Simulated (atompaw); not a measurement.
helium: one change to a PAW (atompaw) potential, before and after

* Element: He
* Generator: atompaw 4.2.0.5
* Type: PAW
* Functional: LDA (PW92)
* Relativity: scalar-relativistic
* Frozen core: none
* Valence charge: 2
* Reference configuration: 1s2
* Partial waves: 1s (bound): rc 0.50 bohr; 1s channel at 0.1 Ry: rc 0.50 bohr; 2p channel at 0.3 Ry: rc 0.50 bohr
* Local potential: ultrasoft scheme with l = 2 at -0.5 Ry, radius 0.35 bohr
* Core correction: none
* Augmentation charge: sinc compensation charge, radius 0.45 bohr; PAW radius 0.50 bohr; waves and projectors: custom polynom vanderbiltortho

Change: augmentation sinc compensation charge, radius 0.45 bohr; PAW radius 0.50 bohr; waves and projectors: custom rrkj gramschmidtortho.

Cutoffs: the cutoffs (Ry, on a coarse ladder) from which the occupation-weighted sum of valence levels, in a spherical-Bessel basis at the reference potential, stays within 10 and 1 mRy of its value at 400 Ry; they do not see the model core or the augmentation charge, which bear on the density cutoff.

Problem. What does the change do?

Solution. The potential gets harder (110 Ry and 160 Ry → 120 Ry and 180 Ry); neither file shows a bound ghost.

```csv
quantity,base,changed
"cutoff, loose",110 Ry,120 Ry
"cutoff, tight",160 Ry,180 Ry
bound ghosts,none,none
s: phases at 0.50 bohr within 0.05 rad from the reference energy up to (Ry; the scan ends near 5),to the end of the scan,to the end of the scan
p: phases at 0.50 bohr within 0.05 rad from the reference energy up to (Ry; the scan ends near 5),to the end of the scan,to the end of the scan
lowest overlap eigenvalue by channel,"s 0.99, p 1.00","s 0.99, p 0.58"
```

 The cutoffs see the waves, projectors and local potential, not the compensation charge or the core.
